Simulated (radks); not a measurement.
Results of a calculation; reference values are marked as such.
Problem. These are the eigenvalues of the occupied orbitals of an atom or ion with whole-number occupations (eV). Level of theory: non-relativistic Kohn-Sham, r2SCAN, spin-unpolarised, spherical densities, point nucleus; meta-GGA in the generalised Kohn-Sham scheme (a radial shooting solver on a logarithmic mesh with Libxc functionals).

| orbital | eigenvalue |
|---|---|
| 1s | -32979.90 |
| 2s | -5018.102 |
| 2p | -4718.463 |
| 3s | -1030.646 |
| 3p | -903.6025 |
| 3d | -668.2969 |
| 4s | -186.9379 |
| 4p | -141.4113 |
| 4d | -63.4227 |
| 5s | -18.7689 |
| 5p | -8.6321 |

Which element is it, and in what charge state? The configuration may be excited.

Solution. Z = 54, xenon, charge 0: Xe in [Xe]. The list shows which subshells hold electrons but not how many an open one holds; the 1s level, -1212 hartree, gives Z - s = 49.2 by -(Z - s)^2/2, which with screening narrows Z to a few neighbours, and the depths of the outer levels then fix element, charge and occupations together.
